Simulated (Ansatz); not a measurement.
`S=C[SiH2][SeH]` + `[CH3][AlH][SiH3]` → `[CH3][AlH][SiH2][SeH]` + `[SiH3]C=S`  (formal exchange of groups at the Se–Si bond)

Isolated molecules relaxed with PBE0-D4/def2-TZVP in Ansatz; ΔE leaves out vibrations. CBS: MP2 limit from def2 TZ/QZ plus the TZ coupled-cluster correction, frozen cores. DFT in def2-TZVPP. B3LYP here is the variant with VWN-RPA as its local correlation; programs differ in this. For Se outer-core shells are correlated without core-valence functions, which leaves a few kJ/mol of doubt a bond. Scalar relativity is left out up to krypton. One conformer a species, not always the lowest.

```csv
level,ΔE (kJ/mol),difference from CCSD(T)/CBS
PBE-D4,3.7,2.8
r2SCAN-D4,3.2,2.3
PBE0-D4,2.4,1.5
B3LYP-D4,2.5,1.6
ωB97X-V,0.8,-0.1
ωB97M-V,1.0,0.1
B2PLYP,1.5,0.6
PBE,3.0,2.1
r2SCAN,2.9,2.0
PBE0,1.7,0.8
B3LYP,1.4,0.5
HF/def2-TZVPP,-1.9,-2.8
MP2/def2-TZVPP,2.1,1.2
SCS-MP2/def2-TZVPP,1.1,0.2
CCSD/def2-TZVPP,1.0,0.1
CCSD(T)/def2-TZVPP,1.5,0.6
HF/def2-QZVPP,-2.0,-2.9
MP2/def2-QZVPP,1.7,0.8
SCS-MP2/def2-QZVPP,0.8,-0.1
HF/CBS(def2),-2.0,-2.9
MP2/CBS(def2),1.5,0.6
CCSD/CBS(def2),0.4,-0.5
CCSD(T)/CBS,0.9,0
```

Largest T1 diagnostic among the species: 0.015.

In def2-TZVPP, CCSD(T) changes the Hartree–Fock value by +3.3 kJ/mol (the triples alone add +0.5 kJ/mol) and MP2 by +3.9 kJ/mol.
